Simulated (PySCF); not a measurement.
SMILES C=CC[SiH2]F, PBE0/def2-SVP optimised geometry.

```
12

Si    -0.23     0.69     0.00
F     -0.73     2.24     0.00
C     -0.89    -0.18    -1.53
C     -0.58    -1.64    -1.45
C      0.47    -2.24    -2.02
H      1.26     0.69     0.00
H     -0.76     0.04     1.24
H     -1.97     0.00    -1.60
H     -0.42     0.29    -2.42
H     -1.26    -2.24    -0.83
H      1.18    -1.69    -2.64
H      0.65    -3.31    -1.88
```

Density from PBE0/def2-TZVP run with PySCF at that geometry.

Minimum of the electron density along straight lines between bonded atoms, close to the bond critical point (lines longer than 1.1 times the sum of covalent radii, or with two minima, are not listed):

| bond | length / Å | ρ at the minimum / e bohr⁻³ | ∇²ρ there / e bohr⁻⁵ | position (fraction from the first atom) |
|---|---|---|---|---|
| Si1–F2 | 1.630 | 0.128 | 0.88 | 0.42 |
| Si1–C3 | 1.879 | 0.123 | 0.16 | 0.39 |
| C3–C4 | 1.495 | 0.257 | -0.66 | 0.50 |
| C4–C5 | 1.336 | 0.349 | -1.06 | 0.51 |
| Si1–H6 | 1.489 | 0.124 | 0.13 | 0.49 |
| Si1–H7 | 1.491 | 0.123 | 0.13 | 0.49 |
| C3–H8 | 1.103 | 0.267 | -0.88 | 0.64 |
| C3–H9 | 1.103 | 0.268 | -0.88 | 0.64 |
| C4–H10 | 1.097 | 0.278 | -0.96 | 0.65 |
| C5–H11 | 1.095 | 0.276 | -0.96 | 0.65 |
| C5–H12 | 1.093 | 0.278 | -0.97 | 0.65 |
